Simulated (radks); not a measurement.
The numbers below are computed, except where a source is named.
Q: Se I, configuration [Ar] 3d10 4s1 4p5 (not the ground configuration). Level of theory: scalar-relativistic Kohn-Sham, BLYP, spin-polarised, spherical densities, point nucleus; open shells are filled with parallel spins first (a radial shooting solver on a logarithmic mesh with Libxc functionals). Some entries of the table are withheld. Estimate them.

| orbital | occ. | eigenvalue (eV) | <1/r> (bohr^-1) | <r^2> (bohr^2) |
|---|---|---|---|---|
| 1s up | 1 | -12509.74 | 34.56 | 0.002616 |
| 1s down | 1 | -12509.58 | 34.56 | 0.002616 |
| 2s up | 1 | -1608.976 | 7.631 | 0.04528 |
| 2s down | 1 | -1608.883 | 7.631 | 0.04528 |
| 2p up | 3 | -1415.657 | 7.475 | 0.03585 |
| 2p down | 3 | -1415.537 | 7.475 | 0.03585 |
| 3s up | 1 | -214.7672 | 2.488 | 0.3798 |
| 3s down | 1 | -214.5661 | 2.488 | 0.3795 |
| 3p up | 3 | -154.3508 | (1) | 0.4084 |
| 3p down | 3 | -154.1281 | (2) | 0.4075 |
| 3d up | 5 | (3) | 2.030 | 0.4992 |
| 3d down | 5 | (4) | 2.035 | 0.4938 |
| 4s up | 1 | -18.7364 | 0.7510 | (5) |
| 4s down | 0 | -17.1054 | 0.7466 | (6) |
| 4p up | 3 | -7.5675 | 0.5950 | 5.794 |
| 4p down | 2 | -6.2090 | 0.5737 | 6.397 |

A: 
(1) 3p up <1/r> (bohr^-1): 2.336
(2) 3p down <1/r> (bohr^-1): 2.337
(3) 3d up eigenvalue (eV): -54.6242
(4) 3d down eigenvalue (eV): -54.3212
(5) 4s up <r^2> (bohr^2): 3.570
(6) 4s down <r^2> (bohr^2): 3.662
